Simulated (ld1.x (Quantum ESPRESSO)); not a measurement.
# What one change does to a pseudopotential (B (Z = 5), PAW)

ld1.x (Quantum ESPRESSO) 7.5 input, shortened:

```
&input
   title='B', zed=5., rel=1, dft='PW91', iswitch=3,
   config='[He] 2s2 2p1'
 /
 &inputp
   pseudotype=3, lpaw=.true., tm=.true., lloc=-2, rcloc=2.95,
   nlcc=.true., new_core_ps=.true., rcore=1.45,
   which_augfun='PSQ', rmatch_augfun_nc=.true.
 /
4
2S  1  0   2.00   0.00  1.30  1.55  0.0
2S  1  0   0.00   0.10  1.30  1.55  0.0
2P  2  1   1.00   0.00  2.70  3.55  0.0
2P  2  1   0.00   0.45  2.70  3.55  0.0
 &test
   configts(1)='2s2 2p1'
 /
```

Change: all radii but the core radius scaled by about 1.40 (s 2.18, p 4.98 bohr, rcut 1.82/3.80); local potential all-electron potential smoothed inside 4.14 bohr (lloc = -2).

Cutoffs: the cutoffs (Ry, on a coarse ladder) from which the occupation-weighted sum of valence levels, in a spherical-Bessel basis at the reference potential, stays within 10 and 1 mRy of its value at 400 Ry; they do not see the model core or the augmentation charge, which bear on the density cutoff. Errors are all-electron minus pseudo energies relative to the spin-unpolarised reference configuration.

Task: How do hardness, ghosts and transferability respond?

Result: Both files are very soft, the changed one slightly harder (loose and tight cutoff 6 and 8 Ry → 6 and 10 Ry on this coarse ladder); of the 7 tests that both files solve, the error grows in 3 and shrinks in 1 by more than 15 % and 0.3 meV (median size 0.7 → 1.3 meV); neither file shows a bound ghost at the reference potential, the only one tested.

```tsv
quantity	base	changed
cutoff, loose	6 Ry	6 Ry
cutoff, tight	8 Ry	10 Ry
bound ghosts	none	none
error for 2s2 2p0, meV [ΔE 8.27 eV]	+0.7	-0.1
error for 2s1 2p0, meV [ΔE 33.74 eV]	+5.0	-5.2
error for 2s2 2p0.5, meV [ΔE 2.91 eV]	-0.1	-1.3
error for 2s1 2p2, meV [ΔE 5.85 eV]	-0.5	-0.9
error for 2s2 2p1.3, meV [ΔE -0.75 eV]	0.0	+0.1
error for 2s1 2p1, meV [ΔE 14.41 eV]	-5.7	-27
error for 2s0 2p3, meV [ΔE 11.72 eV]	-4.4	-5.0
lowest overlap eigenvalue by channel	s 0.43, p 0.20	s 0.71, p 0.83
```

Changed file: These tests converged, but a pseudo level misses the all-electron one widely, so the file describes the atom poorly there or has found another state: 2s1 2p0: empty 2p by 16.9 eV (a node warning on the way).
